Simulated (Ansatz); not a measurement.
Br₂GeH₂ (`[Br][GeH2][Br]`), relaxed with RKS PBE0-D4/def2-TZVP in the Gaussian-basis code of Ansatz from a PBE-D4/def2-SVP geometry. The force threshold is 0.005 eV/Å; the program also tests the step.

Charge 0, multiplicity 1.

Start:

```xyz
5

Br    1.425   -0.433   -1.633
Ge    0.037    0.145    0.134
Br   -1.848   -1.206    0.123
H    -0.420    1.607   -0.074
H     0.805   -0.113    1.450
```

| step | energy (eV) | largest force (eV/Å) | largest move (Å) |
| --- | --- | --- | --- |
| 1 | -196622.5658 | 0.347 | 0.000 |
| 2 | -196622.5795 | 0.076 | 0.036 |
| 3 | -196622.5802 | 0.005 | 0.008 |
| 4 | -196622.5802 | 0.002 | 0.001 |

End:

```xyz
5

Br    1.403   -0.433   -1.616
Ge    0.038    0.147    0.136
Br   -1.823   -1.196    0.116
H    -0.416    1.593   -0.073
H     0.798   -0.112    1.437
```

Hardware: 4 threads of a server CPU on a shared host. Wall time 11 s, peak host memory 0.52 GiB.
